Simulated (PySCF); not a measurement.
Planning a core-ionisation job on `C=C(CF)[SiH2]N`.

Method: delta-SCF UKS PBE, pcX-2 on the ionised atom, pcseg-1 elsewhere, spin-free X2C (PySCF 2.14.0). Geometry: PBE0-D3(BJ)/def2-SVP. Work: ΔSCF core ionisation, 7 holes, density fitting. The command runs a driver script over a list of jobs; the input below is this job's line of settings and its coordinates in Å.

Command:
```bash
OMP_NUM_THREADS=1 python probes_run.py task.json out
```

Input:
```
{"job": {"kind": "xps", "xc": "PBE"}, "charge": 0, "multiplicity": 1}
C     -1.578861     0.772659    -1.078180
C     -1.012167    -0.062195    -0.198357
C     -1.762374    -1.248246     0.326540
F     -3.035072    -1.328206    -0.173223
Si     0.749288     0.231405     0.394254
N      1.842538    -0.355417    -0.813724
H     -2.599743     0.606708    -1.437261
H     -1.046089     1.646203    -1.466061
H     -1.821556    -1.204038     1.429699
H     -1.231075    -2.185040     0.070561
H      0.870195    -0.420436     1.745979
H      1.001000     1.691541     0.580197
H      1.627707    -1.222621    -1.293164
H      2.843483    -0.255817    -0.685341
```

Hardware: Arm Neoverse V2, one thread, on a shared host. PySCF's memory limit was set to 1760 MB.

The basis has 170 functions.

Problem. How long does the run take?

Solution. About 34 s. The run took 116 SCF cycles in all, 4.9 s a hole on average.

Problem. Estimate the peak memory.

Solution. About 0.69 GiB. Peak memory is the resident size of the whole Python process, interpreter and libraries included.

Problem. At this speed, how long would 500 such jobs take on 64 cores, one job a core?

Solution. 500/64 gives 8 rounds of 34 s, about 4.5 min of wall time and 4.7 core-hours, if the jobs don't slow each other.

The host was shared with other jobs, so the times are rough.
